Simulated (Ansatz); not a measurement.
Consider the hydrogen abstraction from a Ge–H bond: `[NH2][GeH]([F])[Cl]` + `[SiH3]`• → `[NH2][Ge]([F])[Cl]`• + SiH₄.

Calculated with Ansatz (gas phase, PBE0-D4/def2-TZVP geometries, no zero-point term in ΔE). CCSD(T)/CBS adds triple-zeta CCSD(T) − MP2 to the extrapolated MP2 energy (def2 sets, frozen cores). This one scheme is used for every species. Functionals use def2-TZVPP. B3LYP here is the variant with VWN-RPA as its local correlation; programs differ in this. No spin–orbit coupling; open shells (•) take unrestricted orbitals. For Ge outer-core shells are correlated without core-valence functions, which leaves a few kJ/mol of doubt a bond. Scalar relativity is left out up to krypton. Each species was taken in one conformer, which may not be the lowest.

| level | ΔE (kcal/mol) | difference from CCSD(T)/CBS |
| --- | --- | --- |
| PBE0-D4 | -9.2 | -1.9 |
| BHLYP-D4 | -9.5 | -2.2 |
| CAM-B3LYP-D4 | -10.2 | -2.9 |
| ωB97X-V | -9.3 | -2.0 |
| revPBE | -12.7 | -5.4 |
| r2SCAN | -10.1 | -2.8 |
| B3LYP | -12.6 | -5.3 |
| BHLYP | -9.6 | -2.3 |
| LC-ωPBE | -6.3 | 1.0 |
| CCSD(T)/def2-SVP | -5.3 | 2.0 |
| HF/def2-TZVPP | -5.2 | 2.1 |
| SCS-MP2/def2-TZVPP | -6.8 | 0.5 |
| CCSD/def2-TZVPP | -6.3 | 1.0 |
| SCS-MP2/def2-QZVPP | -7.0 | 0.3 |
| HF/CBS(def2) | -5.4 | 1.9 |
| MP2/CBS(def2) | -6.5 | 0.8 |
| CCSD(T)/CBS | -7.3 | 0 |

(1) What do rigid-rotor, harmonic-oscillator terms from PBE0-D4/def2-TZVP frequencies (298.15 K, 1 bar) make of the CCSD(T)/CBS value? (An estimate is asked.)

Largest T1 diagnostic among the species: 0.015.

## Answers

(1) Computed: ΔZPE = +0.7 kcal/mol, ΔH = -6.6 kcal/mol, ΔS = -8 J/(mol·K), ΔG = -6.1 kcal/mol. Open shells count their whole term as degenerate.

Leaving LDA and LC-ωPBE aside and taking each functional with its dispersion term where it has one, the values, not all of them listed here, spread over 8.5 kcal/mol, from BLYP-D4 to PBE-QIDH. LDA lies +1.0 kcal/mol from PBE without D4. From r2SCAN to r2SCAN0 (25 % exact exchange), in def2-TZVPP and without D4, ΔE moves by +1.8 kcal/mol.
